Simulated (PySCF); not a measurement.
Job file and geometry (Å, from GFN2-xTB) of an NMR shielding run on SMILES CC(=C=CC#N)C(Cl)Cl, C6H5Cl2N, PySCF 2.14.0, density-fitted response routines, GIAO PBE0/pcSseg-1 NMR shielding, non-relativistic, gas phase; density fitting, a coarse starting grid and PySCF grid level 2 are the driver's defaults:

```
$ OMP_NUM_THREADS=1 python probes_run.py task.json out

{"job": {"kind": "nmr", "xc": "PBE0", "basis": "pcSseg-1"}, "charge": 0, "multiplicity": 1}
C     -0.951868    -1.588027    -0.041049
C     -0.475896    -0.163336     0.008088
C      0.720954     0.171363     0.386676
C      1.941345     0.501067     0.709424
C      2.964741     0.589261    -0.259867
N      3.805898     0.659478    -1.034124
C     -1.499717     0.864975    -0.370157
Cl    -0.767753     2.436059    -0.758125
Cl    -2.656174     1.075576     0.987108
H     -1.891992    -1.680962     0.498979
H     -1.116502    -1.883565    -1.076503
H     -0.215530    -2.252746     0.401016
H      2.231628     0.722587     1.728890
H     -2.089813     0.547794    -1.232392
```

**Question.** What does the program print?

**Answer.** 
```
coarse grid: 13928 points
cycle   1  E = -1205.8626472565  dE =  1.364e+00  |g| = 5.633e-01  |ddm| = 3.868e+00
cycle   2  E = -1205.6644804149  dE =  1.982e-01  |g| = 1.102e+00  |ddm| = 1.627e+00
cycle   3  E = -1205.9411425823  dE = -2.767e-01  |g| = 1.502e-01  |ddm| = 1.059e+00
cycle   4  E = -1205.9449131816  dE = -3.771e-03  |g| = 8.222e-02  |ddm| = 1.828e-01
cycle   5  E = -1205.9462828164  dE = -1.370e-03  |g| = 2.518e-02  |ddm| = 8.295e-02
cycle   6  E = -1205.9464353477  dE = -1.525e-04  |g| = 6.701e-03  |ddm| = 3.275e-02
cycle   7  E = -1205.9464465279  dE = -1.118e-05  |g| = 1.586e-03  |ddm| = 7.705e-03
cycle   8  E = -1205.9464471004  dE = -5.725e-07  |g| = 4.529e-04  |ddm| = 1.768e-03
final grid: 128592 points
cycle   9  E = -1205.9982342467  dE = -3.955e-05  |g| = 7.050e-03  |ddm| = 4.425e-02
cycle  10  E = -1205.9982316602  dE =  2.586e-06  |g| = 7.304e-03  |ddm| = 1.427e-02
cycle  11  E = -1205.9982441397  dE = -1.248e-05  |g| = 2.152e-03  |ddm| = 9.397e-03
cycle  12  E = -1205.9982452246  dE = -1.085e-06  |g| = 4.601e-04  |ddm| = 2.771e-03
cycle  13  E = -1205.9982452713  dE = -4.664e-08  |g| = 1.543e-04  |ddm| = 4.444e-04
cycle  14  E = -1205.9982452755  dE = -4.201e-09  |g| = 7.035e-05  |ddm| = 1.522e-04
cycle  15  E = -1205.9982452765  dE = -1.032e-09  |g| = 1.530e-05  |ddm| = 5.933e-05
cycle  16  E = -1205.9982452765  dE = -5.275e-11  |g| = 4.210e-06  |ddm| = 1.665e-05
converged SCF energy = -1205.9982452765

GIAO shielding tensors (ppm)
atom      isotropic    diamagn.    paramagn.     s11        s22        s33       span
  0 C      167.964     244.284     -76.320    157.231    161.871    184.789     27.558
  1 C       69.752     261.305    -191.553     -5.917     76.876    138.298    144.215
  2 C      -44.857     256.729    -301.586    -80.869    -35.617    -18.085     62.784
  3 C      109.005     258.239    -149.235     29.715    131.805    165.495    135.780
  4 C       71.086     260.612    -189.526    -41.171    -39.555    293.983    335.154
  5 N      -57.467     339.700    -397.167   -206.439   -203.157    237.197    443.636
  6 C      102.178     242.244    -140.065     64.970    118.794    122.771     57.801
  7 Cl     665.181    1145.988    -480.807    376.049    616.303   1003.190    627.141
  8 Cl     631.308    1145.567    -514.259    376.813    502.339   1014.770    637.957
  9 H       29.557      27.737       1.820     24.317     29.999     34.353     10.036
 10 H       29.758      28.336       1.423     25.626     27.443     36.206     10.580
 11 H       29.642      29.061       0.582     25.022     27.938     35.967     10.945
 12 H       26.148      27.206      -1.058     22.499     27.011     28.933      6.433
 13 H       25.722      28.386      -2.664     21.774     25.522     29.870      8.096
```

**Question.** Turn these shieldings into chemical shifts. Scale: ¹³C (σref 186.93) and ¹H (σref 31.72) vs TMS; ¹⁵N (σref 267.73) against NH3; ³⁵Cl (σref 949.78) vs HCl (reference shieldings calculated alike).

**Answer.** Averaging equivalent atoms: C 2: 231.8; C 1: 117.2; C 4: 115.8; C 6: 84.7; C 3: 77.9; C 0: 19.0; N 5: 325.2; Cl 7/8: 302; H 13: 6.00; H 12: 5.57; H 9/10/11: 2.06 ppm. Experimental scales use liquid or dissolved standards, which lie at an offset from isolated NH3 (liquid NH3: subtract about 20 ppm). Unscaled 15N shifts of sp2 nitrogen often come out too high even then, by a few to some tens of ppm.

Size and cost of the density-fitted run: 192 basis functions, 29 s wall time on 1 thread of an Arm Neoverse V1, shared host; peak memory 0.83 GiB.
